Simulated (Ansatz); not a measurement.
Compare A (`ClCC1=C[SiH2]1`) with its isomer B (`[SiH3]C1(Cl)C=C1`).

Isolated molecules relaxed with PBE0-D4/def2-TZVP in Ansatz; ΔE leaves out vibrations. CCSD(T)/CBS is the MP2 limit (def2-TZVPP, def2-QZVPP) plus CCSD(T) − MP2 in def2-TZVPP, frozen cores. DFT in def2-TZVPP. B3LYP here is the variant with VWN-RPA as its local correlation; programs differ in this. One conformer a species, not always the lowest.

A:

Z-matrix (Å, degrees):
```
C
C 1 1.474
Cl 1 1.786 2 111.6
H 1 1.091 2 112.1 3 120.0
H 1 1.091 2 110.4 3 -118.2
Si 2 1.809 1 154.7 3 45.9
C 2 1.332 1 136.9 3 -136.0
H 6 1.483 2 121.8 1 74.8
H 6 1.481 2 121.2 1 -77.5
H 7 1.084 2 135.6 1 1.2
```

B:

```xyz
10

Si    0.449   -0.175    1.414
C     0.139    0.314   -0.368
Cl    1.278    1.693   -0.777
C    -1.146    0.278   -1.091
C    -0.254   -0.573   -1.479
H    -0.475   -1.292    1.751
H     1.854   -0.622    1.579
H     0.182    0.979    2.308
H    -2.110    0.745   -1.191
H     0.082   -1.348   -2.145
```

Q: Which is lower in electronic energy at CCSD(T)/CBS, and by how much? (An estimate is asked.)

A: Computed: A, by 16.3 kcal/mol.

Q: Give E(B) − E(A) in kcal/mol with r2SCAN-D4, MP2/def2-TZVPP, PBE-D4, B2PLYP, B3LYP-D4, PBE0-D4, CCSD(T)/def2-TZVPP. (An estimate is asked.)

A: Ansatz gave: r2SCAN-D4 15.9, MP2/def2-TZVPP 15.9, PBE-D4 15.4, B2PLYP 16.3, B3LYP-D4 15.5, PBE0-D4 16.4, CCSD(T)/def2-TZVPP 16.7. None reverses the order clearly.

Largest T1 diagnostic: 0.012.

From PBE to PBE0 (25 % exact exchange), in def2-TZVPP and without D4, E(B) − E(A) moves by +0.9 kcal/mol.
